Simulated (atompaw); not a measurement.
# Logarithmic derivatives: Si (Z = 14), PAW (atompaw)

atompaw 4.2.0.5 input, output lines left out:

```
Si 14
GGA-PBE loggrid 1500 logderivrange -3 5 201
3 3 0 0 0 0
3 1 1
0 0 0
c
c
v
c
v
2
1.80 1.35 1.65 1.00
y
-1.1
n
y
-0.3
n
y
-0.05
y
2.3
n
custom rrkj gramschmidtortho besselshape
3 1 troulliermartins
1.80
1.80
1.80
1.80
1.80
1.80
```

The phase is arctan(r·u′/u) with u = r·R(r), unwrapped; energies in Ry, scanned from -3 to 5 Ry. A pole is an energy at which the radial function vanishes at the test radius. The pseudo phase is shifted by a multiple of π to meet the all-electron one at the reference energy, and phase errors are pseudo minus all-electron; the curves can meet again beyond the range given. Levels narrower than the energy grid can be missing from the lists of poles.

```json
{"channel": "s", "radius (bohr)": "1.81", "reference energy (Ry)": "-1.40", "poles, all-electron": "2.71", "poles, pseudo": "2.64", "unbroken range about the reference energy with phases within 0.05 rad": "below 4.7", "phase error 1 Ry above the reference energy (rad)": "-0.000"}
{"channel": "p", "radius (bohr)": "1.81", "reference energy (Ry)": "-0.86", "poles, all-electron": "3.61", "poles, pseudo": "3.49", "unbroken range about the reference energy with phases within 0.05 rad": "the whole range", "phase error 1 Ry above the reference energy (rad)": "-0.000"}
{"channel": "d", "radius (bohr)": "1.81", "reference energy (Ry)": "-0.05", "poles, all-electron": "3.84", "poles, pseudo": "3.84", "unbroken range about the reference energy with phases within 0.05 rad": "the whole range", "phase error 1 Ry above the reference energy (rad)": "+0.000"}
```

Phases in the s channel:

| E (Ry) | all-electron | pseudo |
| --- | --- | --- |
| -3.00 | 0.977 | 0.977 |
| -2.76 | 0.909 | 0.909 |
| -2.52 | 0.822 | 0.822 |
| -2.28 | 0.707 | 0.707 |
| -2.04 | 0.553 | 0.553 |
| -1.80 | 0.348 | 0.348 |
| -1.56 | 0.087 | 0.087 |
| -1.32 | -0.209 | -0.209 |
| -1.08 | -0.495 | -0.495 |
| -0.84 | -0.735 | -0.735 |
| -0.60 | -0.918 | -0.918 |
| -0.36 | -1.055 | -1.055 |
| -0.12 | -1.158 | -1.158 |
| 0.12 | -1.237 | -1.237 |
| 0.36 | -1.299 | -1.300 |
| 0.60 | -1.349 | -1.350 |
| 0.84 | -1.391 | -1.391 |
| 1.08 | -1.425 | -1.426 |
| 1.32 | -1.455 | -1.456 |
| 1.56 | -1.480 | -1.482 |
| 1.80 | -1.503 | -1.505 |
| 2.04 | -1.523 | -1.526 |
| 2.28 | -1.542 | -1.545 |
| 2.52 | -1.559 | -1.562 |
| 2.76 | -1.574 | -1.579 |
| 3.00 | -1.589 | -1.595 |
| 3.24 | -1.603 | -1.611 |
| 3.48 | -1.616 | -1.627 |
| 3.72 | -1.629 | -1.643 |
| 3.96 | -1.642 | -1.660 |
| 4.20 | -1.654 | -1.679 |
| 4.44 | -1.667 | -1.700 |
| 4.68 | -1.679 | -1.726 |
| 4.92 | -1.692 | -1.761 |
